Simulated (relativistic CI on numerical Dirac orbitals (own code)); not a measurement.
**Ti IV: q coefficients and field-shift factors**

Computed by Dirac-Coulomb-Breit CI, orbitals from a KLI potential per configuration, valence Slater integrals scaled by 0.85, P86 correlation energy added to each configuration, derivatives by finite differences, QED left out (own radial code, finite nucleus).

CI space (outside the closed core [Ne]): 3s²3p⁶3d, 3s²3p⁶4s, 3s²3p⁶4p, 3s²3p⁵3d², 3s²3p⁶4d, 3s²3p⁶4f, 3s3p⁶3d². Double excitations out of closed p, d and f shells are left out; levels of such configurations are missing from the list, as are those of other unlisted configurations, and high levels can miss mixing partners.

With x = (α/α₀)² − 1 an excitation energy changes as ω = ω₀ + qx; K = 2q/ω₀ is the relative enhancement. Terms are leading LS components, so labels can repeat. The field-shift factor is F = δν/δ⟨r²⟩ for the transition from the lowest level.

Lowest level 3s²3p⁶3d ²D3/2.

```csv
Level,ω₀ (cm⁻¹),q (cm⁻¹),K,F (GHz/fm²)
3s²3p⁶3d ²D5/2,345.9,338.3,1.96,0.00237
3s²3p⁶4s ²S1/2,84522.1,-2632,-0.0623,1.35
3s²3p⁶4p ²P°1/2,131311.3,-2129,-0.0324,0.597
3s²3p⁶4p ²P°3/2,132070.0,-1361,-0.0206,0.597
3s²3p⁶4d ²D3/2,198917.4,-1335,-0.0134,0.69
3s²3p⁶4d ²D5/2,198995.9,-1256,-0.0126,0.69
3s²3p⁶4f ²F°5/2,239629.5,-1451,-0.0121,0.795
3s²3p⁶4f ²F°7/2,239636.1,-1445,-0.0121,0.795
3s²3p⁵3d² ⁴D°1/2,260073.7,1113,0.00856,0.372
3s²3p⁵3d² ⁴D°3/2,260330.9,1338,0.0103,0.373
3s²3p⁵3d² ⁴D°5/2,260765.7,1725,0.0132,0.373
3s²3p⁵3d² ⁴D°7/2,261402.1,2337,0.0179,0.374
3s²3p⁵3d² ⁴G°11/2,272913.1,583.4,0.00428,0.392
```

Correlation outside the listed configurations is missing or only estimated: errors of thousands of cm⁻¹ between configurations and terms are usual at this charge. Rates and lifetimes follow the computed energies and can be off by large factors. The fine structure of a lone outer electron comes out too small, for d and f at times inverted, and misplaced configurations move strength between like terms.
